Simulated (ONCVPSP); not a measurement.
## Ce (Z = 58), ONCV: configuration errors across variants

ONCVPSP 4.0.1 input, shortened (lines: element, Z, core and valence counts, functional; n l f; lmax; l rc ep ncon nbas qcut; lloc lpopt rc5 dvloc0; l nproj debl; icmod fcfact rcfact), PBE, scalar-relativistic:

```
  Ce 58.00    9    5        4      upf
    1    0    2.00
    2    0    2.00
    2    1    6.00
    3    0    2.00
    3    1    6.00
    3    2   10.00
    4    0    2.00
    4    1    6.00
    4    2   10.00
    4    3    1.00
    5    0    2.00
    5    1    6.00
    5    2    1.50
    6    0    1.50
    3
    0    2.90    0.00    3    7    4.80
    1    2.55    0.00    3    7    6.50
    2    3.45    0.00    4    8    5.20
    3    1.70    0.00    3    7    8.40
    3    5    1.70    0.00
    0    2    1.60
    1    2    1.60
    2    2    1.00
    3    0    1.00
    3    2.75    1.35
```

All-electron excitation energies from the reference (eV): (1) 4f1 5s2 5p6 5d1 6s2 -0.397; (2) 4f1 5s2 5p6 5d1 6s1 5.674; (3) 4f1 5s2 5p6 5d1 6s0 16.755; (4) 4f1 5s2 5p5 5d1 6s2 27.464.

A true bound ghost makes a file unfit for plane-wave use even where its test errors are small: the radial tests pick states by their node count and pass the ghost by.

Errors AE − PS in meV (a dash: test not solved or not reliable):

```tsv
change	(1)	(2)	(3)	(4)	bound ghosts	GHOST(+) flags above zero
base	-0.5	-0.1	-2.7	-29	p	s, d
core correction Teter function, fcfact 1.5, rcfact 1.35	-0.4	-0.1	-2.5	-28	p	s, d
f: qcut 7.2	-0.8	-0.2	-3.6	-27	s	p
d: rc 3.92	+0.4	+0.5	-2.7	-26	p	s, d
f: nproj 1; local potential polynomial inside 1.40 bohr (lpopt 2, dvloc0 1 Ha)	-0.9	-0.2	-3.2	-23	none	s
s: ncon 4, nbas 8	-0.4	+0.1	-4.1	–	p	s, d
f: qcut 10.9	-1.0	-0.2	-3.1	-25	s	p, d
```

**Question.** Give the same row for: core correction polynomial model core, fcfact 0.55.

**Answer.** -0.6, -0.2, -3.0, -26; bound ghosts: p; GHOST(+) flags above zero: s, d.
